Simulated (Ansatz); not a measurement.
Species: H$_{2}$BI, SMILES `BI` (charge 0, multiplicity 1).

Give a relaxed geometry from PBE-D3(BJ)/def2-TZVP (Ansatz, a program for electronic structure).

the end point of this relaxation (outside a Z-matrix the atoms follow the SMILES, hydrogens last).
Bonded distances (Å): B1–I2 2.109, B1–H3 1.194, B1–H4 1.194. Bond angles (°): I2–B1–H3 117.5, I2–B1–H4 117.5, H3–B1–H4 125.0.
